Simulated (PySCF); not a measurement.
This PySCF input asks for the NMR shieldings of SMILES C=C(SC)[Si](C)(C)C, C6H14SSi; the geometry comes from GFN2-xTB.

```python
import basis_set_exchange as bse
import numpy as np
from pyscf import gto, dft
from pyscf.prop import nmr

atoms = """
C     1.396146    0.392628   -1.419961
C     0.822036    0.057589   -0.271505
S     1.724210   -0.302652    1.203088
C     3.466600   -0.053931    0.749466
Si   -1.060070   -0.063895    0.009055
C    -1.537800    1.271723    1.282942
C    -1.458317   -1.802552    0.679775
C    -1.978240    0.235799   -1.632564
H     0.788946    0.603587   -2.282899
H     2.460799    0.472862   -1.566108
H     3.752018   -0.761356   -0.023798
H     4.036662   -0.241467    1.653861
H     3.618104    0.969638    0.419005
H    -1.336651    2.270084    0.905370
H    -0.969871    1.146175    2.199478
H    -2.592401    1.220292    1.535235
H    -2.508776   -1.893716    0.938544
H    -0.875987   -2.011786    1.571680
H    -1.229992   -2.573188   -0.050665
H    -3.048552    0.137046   -1.485105
H    -1.685960   -0.477846   -2.395913
H    -1.793313    1.232339   -2.019829
"""
names = dict.fromkeys(["C", "S", "Si", "H"], "pcSseg-1")
basis = {el: gto.basis.parse(bse.get_basis(n, elements=[el], fmt="nwchem")) for el, n in names.items()}
mol = gto.M(atom=atoms, basis=basis, charge=0, verbose=0)
mf = dft.RKS(mol, xc="PBE0")
mf.grids.level = 2
mf.grids.alignment = dft.numint.BLKSIZE   # the property module wants whole blocks of grid points
mf.conv_tol = 1e-9
mf.kernel()

calc = nmr.RKS(mf)   # GIAO
C = mf.mo_coeff
Co = C[:, mf.mo_occ > 0]
resp = mf.gen_response(singlet=True, hermi=2)
def vind(x):   # induced exchange potential for any number of trial vectors
    d = np.einsum("pi,xij,qj->xpq", C, 2 * x.reshape(-1, C.shape[1], Co.shape[1]), Co, optimize=True)
    return np.einsum("xpq,pi,qj->xij", resp(d - d.transpose(0, 2, 1)), C, Co, optimize=True).ravel()
mo1, _ = nmr.rhf.solve_mo1(calc, with_cphf=vind)
sigma = calc.kernel(mo1)
for i, s in enumerate(sigma):   # ppm
    print("%2d %-2s %9.2f" % (i, mol.atom_pure_symbol(i), np.trace(s) / 3))
```

Problem. What does it print?

Solution. 
```
 0 C      70.88
 1 C      27.73
 2 S     471.93
 3 C     168.50
 4 Si    351.52
 5 C     186.67
 6 C     187.38
 7 C     189.68
 8 H      26.26
 9 H      26.55
10 H      29.51
11 H      29.50
12 H      29.57
13 H      31.67
14 H      31.16
15 H      31.77
16 H      31.77
17 H      31.16
18 H      31.65
19 H      31.64
20 H      31.51
21 H      31.51
```

These numbers come from an equivalent density-fitted implementation of the same equations, which agrees with the script to about 0.01 ppm for H and up to a few tenths of a ppm for heavy atoms, so last digits may differ.

Problem. Turn these shieldings into chemical shifts. References, each an isolated molecule treated in the same way: 13C (σref 186.93), 29Si (σref 349.16), 1H (σref 31.72) against TMS; 33S (σref 503.73) against CS2.

Solution. Averaging equivalent atoms: C 1: 159.2; C 0: 116.0; C 3: 18.4; C 5/6/7: -1.0; S 2: 32; Si 4: -2.4; H 8: 5.46; H 9: 5.17; H 10/11/12: 2.19; H 13/14/15/16/17/18/19/20/21: 0.18 ppm. 

Size and cost of the density-fitted run: 220 basis functions, 110 s wall time on 1 thread of an Arm Neoverse N1, shared host; peak memory 1.1 GiB.
